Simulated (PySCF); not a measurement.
C4H11FSi.
Geometry (PBE0-D3(BJ)/def2-SVP, Å), atoms numbered from 1 in this order:
```xyz
17
C4H11FSi angstrom
C     -0.797    0.115    1.301
C     -0.726   -0.364   -0.150
C     -2.084   -0.291   -0.845
Si     0.597    0.574   -1.125
C      2.327    0.312   -0.372
F      2.370    0.771    0.934
H      0.176    0.041    1.808
H     -1.531   -0.476    1.874
H     -1.114    1.170    1.354
H     -0.389   -1.419   -0.153
H     -2.846   -0.855   -0.281
H     -2.053   -0.702   -1.866
H     -2.442    0.750   -0.917
H      0.662    0.077   -2.537
H      0.289    2.039   -1.139
H      2.595   -0.760   -0.381
H      3.099    0.841   -0.959
```

Level of theory: TDDFT wB97X-D/def2-SVPD, vertical, gas phase, core orbitals frozen in the response in PySCF 2.14.0, density-fitted response routines.

```csv
state,λ (nm),E (eV),f,"main configurations (H = HOMO, L = LUMO)"
S1,158.6,7.82,0.011,"H→L (66%), H→L+2 (13%)"
S2,154.4,8.03,0.0069,"H→L+1 (72%), H-1→L (9%)"
S3,152.6,8.12,0.0044,"H→L+3 (22%), H→L (17%), H-1→L+2 (14%)"
S4,147.0,8.43,0.046,"H-1→L+1 (38%), H-1→L (33%), H→L+2 (12%)"
S5,145.0,8.55,0.019,"H-1→L+1 (24%), H→L+3 (24%), H-1→L+2 (11%)"
S6,140.9,8.80,0.045,"H-1→L+3 (29%), H-1→L (16%), H-1→L+2 (13%)"
S7,139.1,8.92,0.143,"H→L+3 (39%), H→L+2 (23%)"
S8,137.3,9.03,0.143,"H→L+4 (37%), H-2→L+1 (21%)"
S9,137.1,9.05,0.042,"H-2→L+1 (32%), H→L+4 (28%), H→L+5 (10%)"
S10,135.6,9.14,0.020,"H→L+5 (41%), H-2→L+1 (9%)"
```

Triplets (Tamm–Dancoff): T1 7.38 eV, H→L (25%), H→L+2 (19%), H-1→L+2 (16%); T2 7.66 eV, H→L+1 (62%), H-1→L (10%); T3 7.79 eV, H→L (44%), H→L+1 (12%), H→L+3 (10%); T4 8.13 eV, H-1→L+1 (49%), H-1→L (24%).

The lowest singlet comes at 159 nm (754 kJ/mol) in the vacuum ultraviolet; it is weak; its leading configuration is HOMO→LUMO (66%). The largest oscillator strength of a single state is 0.143. Löwdin shares by element: HOMO carbon 47% or more, silicon 19% (atoms not listed hold the other 34%); LUMO silicon 28%, carbon 18% or more, hydrogen 8% or more (atoms not listed hold the other 46%). Orbital energies (eV): HOMO-3 -11.52, HOMO-2 -11.26, HOMO-1 -10.51, HOMO -9.87, LUMO 2.20, LUMO+1 2.37, LUMO+2 2.69. The listed states span 1.33 eV, and the widest gap between neighbours is 0.31 eV (S3 to S4). Weighted by f, the mean energy of these states is 8.85 eV. The vertical ionisation energy (ΔSCF) is 10.05 eV, 0.90 eV above S10. Only the lowest 10 singlets were computed, as vertical energies without vibronic structure.

One conformer stands for the species.
